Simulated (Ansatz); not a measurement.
Computed with Ansatz on PBE0-D4/def2-TZVP structures; ΔE is electronic, products minus reactants. CBS: MP2 limit from def2 TZ/QZ plus the TZ coupled-cluster correction, frozen cores. This one scheme is used for every species, atoms too. DFT in def2-TZVPP. No spin–orbit coupling; open shells (•) take unrestricted orbitals. Spin–orbit coupling would lower the free atoms: a little for C, O; clearly for Se. Bonds to Se are less sure, by a few kJ/mol each and by 10 to 20 or more in all where they break to atoms, as the def2 sets lack core-valence functions. Scalar relativity is left out up to krypton. One conformer a species, not always the lowest.

`CO/C=C\[SeH]` → 3 C• + 6 H• + O• + Se•  (atomization)

CCSD(T)/CBS gives +4150.9 kJ/mol.

Task: Another level gave +4164.9 kJ/mol. Which?
A. r2SCAN/def2-TZVPP
B. ωB97X-V/def2-TZVPP
C. CCSD/def2-TZVPP
D. PBE-D4/def2-TZVPP

Result: A. r2SCAN 4164.9, PBE-D4 4277.9, ωB97X-V 4153.2, CCSD/def2-TZVPP 3969.2 kJ/mol.

Largest T1 diagnostic among the species: 0.011.

From PBE to PBE0 (25 % exact exchange), in def2-TZVPP and without D4, ΔE moves by −97.1 kJ/mol: exact exchange takes away binding that semilocal exchange gives to molecules. In def2-TZVPP, CCSD(T) changes the Hartree–Fock value by +1116.5 kJ/mol (the triples alone add +74.4 kJ/mol) and MP2 by +1190.1 kJ/mol; breaking electron pairs costs correlation energy, which Hartree–Fock lacks. The D4 term adds +34.8 kJ/mol with B3LYP and +18.2 kJ/mol with PBE0; it sums over pairs of atoms, weighted by their polarisabilities, and B3LYP, whose exchange is more repulsive, gets the larger term.

B3LYP here is the variant with VWN-RPA as its local correlation; programs differ in this.

For atomizations the MP2-based limit and the directly extrapolated one differ by several kJ/mol either way, and by 10 to 25 for some Ge, Se and Sn compounds, so smaller differences from it don't rank the levels.
